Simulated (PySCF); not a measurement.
## First hyperpolarisability: SMILES C#CC1CCCC1, C7H10

Geometry:
```
atom   x (Å)   y (Å)   z (Å)
  C1   3.275   0.762  -0.179
  C2   2.145   0.527   0.189
  C3   0.783   0.242   0.623
  C4  -0.272   1.273   0.113
  C5  -1.260   0.465  -0.731
  C6  -1.221  -0.925  -0.103
  C7   0.269  -1.139   0.140
  H8   4.277   0.971  -0.503
  H9   0.785   0.255   1.726
 H10  -0.787   1.720   0.977
 H11   0.196   2.096  -0.444
 H12  -2.266   0.911  -0.757
 H13  -0.904   0.403  -1.773
 H14  -1.671  -1.707  -0.734
 H15  -1.769  -0.921   0.855
 H16   0.495  -1.939   0.860
 H17   0.766  -1.400  -0.807
```

Method: PySCF, quadratic response CAM-B3LYP/aug-cc-pVDZ first hyperpolarisability, Taylor convention, gas phase. Geometry: PBE0-D3(BJ)/def2-SVP.

Question: Give β for the processes computed.

Answer: In 10⁻³⁰ esu, Taylor convention; the vector part is βᵢ = ⅓ Σⱼ (βᵢⱼⱼ + βⱼᵢⱼ + βⱼⱼᵢ); β∥ is 3/5 of the vector part along the dipole, the dipole points from − to +:
| process | λ (nm) | β vector norm | β∥ | β HRS | depolarisation ratio |
| --- | --- | --- | --- | --- | --- |
| static β(0;0,0) | ∞ | 1.11 | 0.66 | 0.44 | 5.64 |
| second harmonic β(−2ω;ω,ω) | 1907 | 1.16 | 0.69 | 0.46 | 5.70 |
| Pockels β(−ω;ω,0) | 1907 | 1.12 | 0.67 | – | – |
| second harmonic β(−2ω;ω,ω) | 1064 | 1.29 | 0.77 | 0.51 | 5.85 |
| Pockels β(−ω;ω,0) | 1064 | 1.16 | 0.70 | – | – |

Question: Which lowest excitations, dipole and polarisabilities go with it?

Answer: S1 6.36 eV (f = 0.002); S2 6.58 eV (f = 0.003); S3 6.59 eV (f = 0.004); dipole 1.01 D; isotropic α 80.8 au static, 81.0 au at 1907 nm, 81.5 au at 1064 nm, 81.7 au at 953.5 nm, 83.6 au at 532 nm.
